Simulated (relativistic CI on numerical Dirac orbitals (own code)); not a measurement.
Al⁵⁺: calculation against measurement

Method of calculation: Dirac-Coulomb-Breit CI, separate exchange-only KLI orbitals for each configuration, QED by a radiative potential, valence Slater integrals scaled by 0.9, configuration energies shifted to the measured levels that pair with them (semi-empirical) (own radial code, finite nucleus).

CI space (outside the closed core 1s2): 2s²2p⁴, 2s2p⁵, 2p⁶, 2s²2p³3s, 2s²2p³3p, 2s²2p³3d, 2s²2p³4s, 2s²2p³4d, 2p⁵3s, 2p⁵3p, 2s2p⁴3s, 2p⁵3d, 2s²2p³4p, 2s2p⁴3p, 2s²2p³4f, 2s2p⁴3d, 2s²2p²3s², 2s²2p²3s3p, 2s²2p²3p², 2s²2p²3s3d, 2s2p⁴4s, 2s2p⁴4p, 2s²2p²3p3d, 2s2p⁴4d, 2s2p⁴4f, 2s2p³3s², 2s²2p²3d², 2s2p³3s3p, 2s2p³3p², 2s2p³3s3d. Levels of other configurations are missing.

```tsv
Configuration	Term (tabulated)	J	Measured (cm⁻¹)	Computed	Error	Purity (%)
2s²2p⁴	3P	2	0.0	0	0	100
2s²2p⁴	3P	1	2732.0	2718	-14	100
2s²2p⁴	3P	0	3829.0	3793	-36	100
2s²2p⁴	1D	2	41167.0	39635	-1532	100
2s²2p⁴	1S	0	88213.0	80429	-7784	97
2s2p⁵	3P°	2	323002.0	323021	19	99
2s2p⁵	3P°	1	325469.0	325475	6	99
2s2p⁵	3P°	0	326815.0	326809	-6	99
2s2p⁵	1P°	1	451396.0	448391	-3005	99
2p⁶	1S	0	755628.0	755628	0	96
2s²2p³3s	3S°	1	913112.0	919188	6076	99
2s²2p³3s	1D°	2	970340.0	974041	3701	98
2s²2p³3s	3P°	0	993570.0	993548	-22	97
2s²2p³3s	3P°	1	993659.0	993641	-18	97
2s²2p³3s	3P°	2	993874.0	993892	18	95
2s²2p³3s	1P°	1	1003265.0	1002682	-583	97
2s²2p³3p	3D	2	1031005.0	1031176	171	97
2s²2p³3p	3D	3	1031395.0	1031696	301	97
2s²2p³3p	3F	2	1036336.0	1036164	-172	98
2s²2p³3p	3F	3	1036576.0	1036405	-171	97
2s²2p³3d	3D°	1	1079437.0	1083539	4102	99
2s²2p³3d	3D°	2	1079456.0	1083554	4098	99
2s²2p³3d	3D°	3	1079610.0	1083735	4125	99
2s²2p³3d	1G°	4	1131621.0	1133175	1554	99
2s²2p³3d	3D°	2	1134350.0	1135835	1485	98
2s²2p³3d	1P°	1	1136070.0	1137266	1196	88
2s²2p³3d	3P°	2	1140880.0	1142032	1152	81
2s²2p³3d	3P°	1	1141720.0	1142899	1179	95
2s²2p³3d	1D°	2	1141810.0	1141810	0	80
2s²2p³3d	3S°	1	1145060.0	1144982	-78	96
2s²2p³3d	1F°	3	1149860.0	1151809	1949	96
2s²2p³3d	3P°	0	1164250.0	1160033	-4217	97
2s²2p³3d	3P°	1	1164610.0	1160429	-4181	96
2s²2p³3d	3P°	2	1165270.0	1161139	-4131	97
2s²2p³3d	3D°	2	1168690.0	1165164	-3526	83
2s²2p³3d	3D°	1	1169250.0	1165598	-3652	97
2s²2p³3d	3D°	3	1169350.0	1165586	-3764	94
2s²2p³3d	1D°	2	1170650.0	1168043	-2607	83
2s²2p³3d	1F°	3	1174070.0	1170970	-3100	97
2s²2p³4s	3S°	1	1218300.0	1214819	-3481	99
2s²2p³4s	3P°	2	1308870.0	1308870	0	97
2s²2p³4s	1P°	1	1311620.0	1312091	471	97
2s²2p³4d	1P°	1	1340660.0	1340660	0	94
2s²2p³4d	3P°	2	1343320.0	1342923	-397	98
2s²2p³4d	1F°	3	1346350.0	1347813	1463	95
```

Measured levels from NIST levels in Kelleher and Podobedova, J. Phys. Chem. Ref. Data 37, 709 (2008); Martin and Zalubas, J. Phys. Chem. Ref. Data 8, 817 (1979); pairs were made by configuration, J and term (by order where the table uses no LS term), so strongly mixed levels may be paired wrongly.

Mean error by configuration (cm⁻¹): 2s²2p⁴ -2342; 2s2p⁵ -747; 2p⁶ 0; 2s²2p³3s 1529; 2s²2p³3p 32; 2s²2p³3d -443; 2s²2p³4s -1003; 2s²2p³4d 355. Over the excited levels the mean absolute error is 1808 cm⁻¹ (44 of the 46 excited levels that our extract of the source holds in range could be paired, and the others can miss by more), and the median relative error of those above 1,000 cm⁻¹ is 0.12 %, both after the shifts were fitted to these levels, so that a configuration with one level shows no error.

Configurations whose levels could be paired with our table of measured levels were shifted onto them, all but the ground configuration, by the median error of their levels; single terms can still be off by 1,000 to 2,000 cm⁻¹ or more, and rates follow the energies as ν³ (E1, M1) or ν⁵ (E2). The others borrow a shift and can be off by several thousand cm⁻¹ or more. 44 of the 46 excited levels that our extract of the measured tables holds in this range could be paired (the sources list more); they are missed by 1808 cm⁻¹ on average and 7784 at most, after the shifts were fitted to these levels, and levels without a partner can miss by more.

Shifts applied (cm⁻¹): 2s²2p⁴ 0; 2s2p⁵ -11324; 2p⁶ -30669; 2s²2p³3s 4538; 2s²2p³3p -3029; 2s²2p³3d -1803; 2s²2p³4s -8308; 2s²2p³4d -2295.
